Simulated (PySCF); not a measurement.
H6Ge2, triplet, geometry from GFN2-xTB of the parent state (a higher spin typed on purpose: for a closed-shell molecule this is an excited state); SVWN5/def2-SV(P) run with PySCF.

Here is a job for PySCF.
```python
from pyscf import gto, scf, dft

mol = gto.M(
    atom='''
Ge   -1.175476    0.120314   -0.016162
Ge    1.175476   -0.120314    0.016162
H    -1.839104   -0.708925   -1.072555
H    -1.621221    1.527222   -0.272930
H    -1.827153   -0.277103    1.272784
H     1.624809   -1.459762    0.514146
H     1.859378    0.882947    0.893518
H     1.803292    0.035622   -1.334963
''',
    basis='def2-sv(p)',
    charge=0,
    spin=2,
    verbose=3,
)

mf = dft.UKS(mol)
mf.xc = 'lda,vwn'
mf.kernel()
```

What the program printed (banner, timings and long lists left out):

```
converged SCF energy = -4150.44436114575  <S^2> = 2.0013436  2S+1 = 3.0008956
```
